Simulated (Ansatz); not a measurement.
Born–Oppenheimer molecular dynamics of F₂H₃NOZr (8 atoms, charge 0, multiplicity 1). It starts from a relaxed structure.

The calculation used Ansatz, RKS B3LYP-D4/def2-SVP.

```yaml
ensemble: NVT, Nosé–Hoover chain
time_step: 0.5 fs
steps_asked: 166
set_temperature: 500 K
thermostat: time constant 300 fs, chain length 5
temperature_schedule: 41 steps to 500 K, then 125 steps to 125 K
seed: 804285
```

First frame:

```xyz
8
Properties=species:S:1:pos:R:3
Zr -0.085 -0.020 -0.056
O -0.282 -0.190 1.854
H -0.520 -0.038 2.771
F 1.788 0.149 -0.457
N -0.994 1.662 -0.754
H -1.967 1.736 -1.052
H -0.574 2.590 -0.817
F -0.964 -1.511 -0.890
```

Task: How far do the bonds stretch over the last three quarters of this one trajectory? (Pairs bonded in most of those frames.)

Result: 
```csv
bond,mean (Å),spread (Å),shortest,longest
Zr1–O2,1.921,0.027,1.88,1.96
Zr1–F4,1.943,0.051,1.86,2.01
Zr1–N5,2.034,0.012,2.00,2.05
Zr1–F8,1.926,0.043,1.86,1.99
O2–H3,0.962,0.010,0.95,0.98
N5–H6,1.024,0.027,0.98,1.06
N5–H7,1.024,0.026,0.98,1.06
```

Mean temperature of the second half: 292 K. The conserved energy stayed within 0.27 meV per atom of its start (net change 0.25 meV per atom), so the integration is sound. The schedule's set-point averaged 250 K over the second half and the system 292 K, so it lags behind the ramp. A run of 0.083 ps of so small a system gives no equilibrium averages.

Time of the run: 9 min on 2 threads of Arm Neoverse V1 (shared host), peak memory 0.21 GiB.
